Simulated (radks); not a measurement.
Coulomb parameter of the 4f shell of the promethium ion Pm3+ in the model configuration [Xe] 4f3 6s1, as a second difference U = [E(n + 0.5) + E(n - 0.5) - 2 E(n)] / (0.5)^2 with all orbitals relaxed. "Bare": the charge of the atom changes with n. "Screened": the 6s shell takes up the change at fixed total charge, which measures U(4f,4f) + U(6s,6s) - 2 U(4f,6s). All-electron calculation, scalar-relativistic Kohn-Sham, PBE, spin-unpolarised, spherical densities, point nucleus. Program: a radial shooting solver on a logarithmic mesh with Libxc functionals.

case              configuration  E - E(n) (eV)
start              [Xe] 4f3 6s1          0.000
bare +0.5        [Xe] 4f3.5 6s1        -18.452
bare -0.5        [Xe] 4f2.5 6s1         23.320
screened +0.5  [Xe] 4f3.5 6s0.5         -7.831
screened -0.5  [Xe] 4f2.5 6s1.5          9.925

U(bare) = 19.472 eV, U(screened by 6s) = 8.378 eV, against the Slater integral F0(4f,4f) = 28.647 eV with frozen orbitals.
